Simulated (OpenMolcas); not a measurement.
Ni²⁺.

```
Program             : OpenMolcas
Method              : CASSCF
Basis               : ANO-L-VTZP [6s5p3d2f1g]
Scalar Hamiltonian  : non-relativistic, point nucleus
Active space        : 8 electrons in 5 orbitals (3d)
State averaging     : 2S+1 = 3 even, 10 roots; 2S+1 = 1 even, 15 roots
Spin-orbit coupling : state interaction with AMFI integrals over the reference wave functions, term energies averaged over their components
```

Levels without dynamic correlation, in cm-1 above 3d8 3F4:

```json
{"Level": "3d8 3P2", "E": "20815"}
{"Level": "3d8 1D2", "E": "17177"}
{"Level": "3d8 1G4", "E": "26636"}
{"Level": "3d8 1S0", "E": "64155"}
```

On this reference, SS-CASPT2, IPEA 0.25 Eh, imaginary shift 0.1 Eh (closed shells correlated: 3s 3p) puts 3d8 3P2 at 17280 cm-1.

Problem. Estimate the other levels at that method by one scale factor, and say how well it serves.

Solution. The factor is 17280 / 20815 = 0.830. Scaled values beside those that SS-CASPT2 gives and measured ones (Corliss and Sugar, J. Phys. Chem. Ref. Data 10, 197 (1981)):
```csv
Level,Scaled,SS-CASPT2,Miss (%),Measured
3d8 1D2,14257,13530,+5.4,14032
3d8 1G4,22108,23410,-5.6,23109
3d8 1S0,53249,53400,-0.3,52532
```
For these levels the scaled values miss SS-CASPT2 by up to 5.6 %, as correlation changes each term by its own factor, spin-orbit parts do not scale and CASPT2 has its own spread within terms. This holds within one configuration; levels of others move differently, and the target method has errors of its own against measurement.

CASPT2 breaks the degeneracy within a term, and the mean is taken; among the terms shown or strongly mixed into the levels shown the widest spread is 970 cm-1 (3d8 3F, SS-CASPT2). Some levels mix across a computed gap that differs much from the measured one, so their mixing is not that of the real levels. Without dynamic correlation excited terms often stand tens of per cent too high (terms of higher spin than the ground term too low), and those without a measured partner can miss by more than the paired ones (holds for CASSCF). Computed and measured levels are paired by configuration, term and J; levels that our copy of the source lacks, or whose pairing is in doubt (as where it misses far off the trend of its configuration), stay unpaired and out of the deviations. Only configurations of the active space appear.
